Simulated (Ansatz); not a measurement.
Cost and result up the ladder for GeHMe2(tBu) (C6H16Ge) (23 atoms). Total charge 0; singlet. Geometry: r2SCAN-D4/def2-SVP.

```xyz
23

C    -1.6340   -0.5374    1.8282
C    -2.0389    1.2116   -0.8123
C     0.8486   -0.1669   -0.2415
C     1.2970    1.1732    0.3513
C     1.2119   -0.2261   -1.7294
C     1.5275   -1.3207    0.5048
Ge   -1.1260   -0.3481   -0.0549
H    -1.5637   -1.6180   -0.8263
H    -2.7293   -0.6036    1.9209
H    -1.2932    0.3324    2.4116
H    -1.1976   -1.4462    2.2697
H    -1.7612    1.3659   -1.8663
H    -1.7821    2.1211   -0.2471
H    -3.1303    1.0740   -0.7629
H     2.3954    1.2828    0.2716
H     0.8439    2.0287   -0.1770
H     1.0375    1.2602    1.4202
H     0.7354    0.5871   -2.3028
H     0.9087   -1.1829   -2.1867
H     2.3057   -0.1256   -1.8653
H     1.2052   -2.3042    0.1220
H     1.3130   -1.2927    1.5863
H     2.6265   -1.2646    0.3861
```

Ansatz on 4 threads of Arm Neoverse V1 on a shared host. Times are rough, and most runs start from the orbitals of an earlier one. CAM-B3LYP-D4/def2-TZVP serves as the yardstick here, not as an exact answer. Differences are given only for rows in sets of like size (and for xTB, whose basis is part of the method), since another set adds its own error. Binding counts from free atoms at the same level (C triplet, Ge triplet, H doublet; other spins of the atoms weren't run), without zero-point energy or a counterpoise term.

B3LYP takes the VWN-RPA correlation. Correlated methods freeze 15 core orbitals; core or outer-core shells of Ge are correlated, in sets that lack core-valence functions. Another isomer (singlet) lies 0.20 eV lower at PBE0-D4/def2-TZVP; other spin states weren't run for this one.

Correlated methods converge slowly with the basis.

| level | functions | binding energy per atom (eV) | difference from CAM-B3LYP-D4/def2-TZVP (eV) |
| --- | --- | --- | --- |
| PBE0-D4/def2-SVP | 196 | 3.97 | – |
| PBE-D4/def2-SVP | 196 | 3.99 | – |
| B3LYP-D4/def2-TZVP | 330 | 3.92 | -0.02 |
| r2SCAN0-D4/def2-TZVP | 330 | 3.90 | -0.03 |
| HF/STO-3G | 64 | 3.89 | – |
| PBE0-D4/def2-TZVP | 330 | 3.94 | 0.00 |
| MP2/def2-TZVP | 330 | 3.82 | -0.11 |
| r2SCAN-D4/def2-TZVP | 330 | 3.93 | -0.01 |
| PBE-D4/def2-TZVP (with forces) | 330 | 3.97 | 0.04 |
| CAM-B3LYP-D4/def2-TZVP | 330 | 3.93 | 0.00 |

Task: Estimate how long each takes.

Result: HF/STO-3G 0.45 s; PBE-D4/def2-SVP 3.1 s; PBE0-D4/def2-SVP 4.8 s; PBE-D4/def2-TZVP (with forces) 7 s; B3LYP-D4/def2-TZVP 11 s; r2SCAN-D4/def2-TZVP 11 s; CAM-B3LYP-D4/def2-TZVP 12 s; MP2/def2-TZVP 12 s; PBE0-D4/def2-TZVP 12 s; r2SCAN0-D4/def2-TZVP 16 s. On shared hardware such times vary by a factor of up to 3.
